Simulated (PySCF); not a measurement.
## Ionisation energy along the 12-electron series

Calculated with PySCF 2.14 and a two-component X2C-1e Hamiltonian (Gaussian nucleus, no Breit or QED terms), each ion in its own even-tempered basis scaled to its charge; GMP2 freezes 1s2 and drops the highest virtual spinors. Values in eV. NIST values: (m) measured, (s) semi-empirical, (t) theoretical.

```json
{"ion": "Tl⁶⁹⁺", "configuration": "[Ne] 3s2", "GHF (spin-free)": "8739.8", "GMP2 (spin-free)": "8743.1", "GHF (screened spin-orbit)": "8738.7", "GMP2 (screened spin-orbit)": "8742.6", "NIST": "8730 ± 50 (t)"}
{"ion": "Bi⁷¹⁺", "configuration": "[Ne] 3s2", "GHF (spin-free)": "9281.9", "GMP2 (spin-free)": "9285.1", "GHF (screened spin-orbit)": "9280.5", "GMP2 (screened spin-orbit)": "9284.4", "NIST": "9270 ± 60 (t)"}
```

Fill in the row of Pb⁷⁰⁺.

configuration: [Ne] 3s2; GHF (spin-free): 9008.1; GMP2 (spin-free): 9011.4; GHF (screened spin-orbit): 9006.9; GMP2 (screened spin-orbit): 9010.8; NIST: 9000 ± 60 (t).
